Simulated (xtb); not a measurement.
xtb input (GFN-FF):

```bash
xtb mol.xyz --gfnff --opt tight --chrg 1 --uhf 0
```
mol.xyz:
```
3

Ga     0.00000000     0.00000000     0.00000000
Br     0.00000000     0.00000000     2.18365261
Br    -0.00000000    -0.00000000    -2.18365261
```

End of the output:

```
         :::::::::::::::::::::::::::::::::::::::::::::::::::::
         ::                     SUMMARY                     ::
         :::::::::::::::::::::::::::::::::::::::::::::::::::::
         :: total energy               1.312376723294 Eh    ::
         :: gradient norm              0.000000009058 Eh/a0 ::
         ::.................................................::
         :: bond energy               -0.095488852788 Eh    ::
         :: angle energy               0.000000000000 Eh    ::
         :: torsion energy             0.000000000000 Eh    ::
         :: repulsion energy           0.010956680834 Eh    ::
         :: electrostat energy         1.398240849491 Eh    ::
         :: dispersion energy         -0.001331954243 Eh    ::
         :: HB energy                  0.000000000000 Eh    ::
         :: XB energy                  0.000000000000 Eh    ::
         :: bonded atm energy          0.000000000000 Eh    ::
         :: external energy            0.000000000000 Eh    ::
         :: add. restraining           0.000000000000 Eh    ::
         :: total charge               1.000000000000 e     ::
         :::::::::::::::::::::::::::::::::::::::::::::::::::::

           -------------------------------------------------
          |                Property Printout                |
           -------------------------------------------------

molecular dipole:
                 x           y           z       tot (Debye)
 q only:       -0.000      -0.000       0.000       0.000
           -------------------------------------------------
          |                Geometry Summary                 |
           -------------------------------------------------

      molecular mass/u    :      229.5301216
   center of mass at/Å    :       -0.0000000      -0.0000000       0.0000000
  moments of inertia/u·Å² :        0.2394791E-32   0.8818374E+03   0.8818374E+03
rotational constants/cm⁻¹ :        0.7039290E+34   0.1911649E-01   0.1911649E-01

 * 2 selected distances

     #   Z          #   Z                                           value/Å
     1  31 Ga       2  35 Br                                      2.3490717 (max)
     1  31 Ga       3  35 Br                                      2.3490717 (min)

 * 1 distinct bonds (by element types)

   Z      Z             #   av. dist./Å        max./Å        min./Å
  31 Ga  35 Br          2     2.3490717     2.3490717     2.3490717

optimized geometry written to: xtbopt.xyz

           -------------------------------------------------
          | TOTAL ENERGY                1.312376723294 Eh   |
          | GRADIENT NORM               0.000000009058 Eh/α |
           -------------------------------------------------
########################################################################
[WARNING] Runtime exception occurred
-1- gfnff_setup: Could not read topology file.
########################################################################

------------------------------------------------------------------------
------------------------------------------------------------------------
 total:
 SCF:
 ANC optimizer:
Note: The following floating-point exceptions are signalling: IEEE_UNDERFLOW_FLAG IEEE_DENORMAL
normal termination of xtb
```

It need not be the lowest isomer of its formula.
